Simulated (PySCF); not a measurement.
C₃H₅Cl₂F, SMILES CCC(F)(Cl)Cl. Atoms are numbered in the order given.

```xyz
11

C     -2.4317     0.1517     0.1413
C     -1.1151     0.9067    -0.0108
C      0.0809    -0.0086    -0.2181
F     -0.1143    -0.7904    -1.3018
Cl     1.5542     0.9481    -0.4923
Cl     0.3384    -1.0764     1.1822
H     -2.4198    -0.4898     1.0346
H     -2.6214    -0.4826    -0.7371
H     -3.2642     0.8640     0.2382
H     -0.9026     1.5340     0.8674
H     -1.1421     1.5705    -0.8897
```
Charge 0, spin multiplicity 1.

Geometry optimised at ωB97X-D3(BJ)/def2-SVP. One conformer was computed; it need not be the lowest.

Level of theory: ωB97X-D3(BJ)/def2-SVP (PySCF).

Frequencies are harmonic and unscaled.

```csv
mode,ν (cm⁻¹),IR (km/mol),Raman (Å⁴/amu),depolarisation,moving atoms (share of kinetic energy)
1,116,0.1,0.1,0.74,"H 46 %, C 35 %, Cl 11 %, F 8 %"
2,208,0.2,0.6,0.73,"Cl 34 %, C 33 %, H 17 %, F 16 %"
3,226,0.0,0.3,0.74,H 79 %
4,267,0.6,2.5,0.72,"Cl 68 %, C 15 %, F 10 %"
5,345,3.2,0.9,0.67,"F 36 %, C 31 %, H 21 %, Cl 12 %"
6,387,3.0,3.2,0.25,"C 32 %, Cl 31 %, H 19 %, F 19 %"
7,411,2.5,3.2,0.73,"Cl 47 %, F 33 %, C 13 %"
8,460,2.7,5.0,0.25,"Cl 45 %, F 30 %, C 19 %"
9,630,19.8,6.7,0.07,"C 46 %, H 22 %, Cl 18 %, F 14 %"
10,798,12.6,1.1,0.38,"H 70 %, C 22 %"
11,875,169.6,6.4,0.75,"C 63 %, H 30 %"
12,977,70.0,1.0,0.39,"C 67 %, H 29 %"
13,1025,73.6,4.2,0.73,"H 48 %, C 34 %, F 18 %"
14,1117,28.2,5.2,0.36,"C 59 %, H 40 %"
15,1152,39.9,0.7,0.09,"C 55 %, H 45 %"
16,1224,81.8,0.6,0.68,"C 66 %, H 22 %, F 12 %"
17,1308,23.9,3.8,0.75,"H 79 %, C 20 %"
18,1380,9.9,0.5,0.68,"H 63 %, C 37 %"
19,1419,0.7,1.5,0.50,"H 68 %, C 32 %"
20,1462,3.5,12.2,0.74,"H 91 %, C 9 %"
21,1477,7.5,16.3,0.74,H 97 %
22,1494,11.7,8.2,0.73,H 93 %
23,3083,14.2,103.8,0.01,H 97 %
24,3106,4.8,100.6,0.10,H 94 %
25,3168,0.5,88.5,0.75,"H 90 %, C 10 %"
26,3181,9.6,72.2,0.69,"H 90 %, C 10 %"
27,3188,10.1,13.6,0.75,"H 90 %, C 10 %"
```
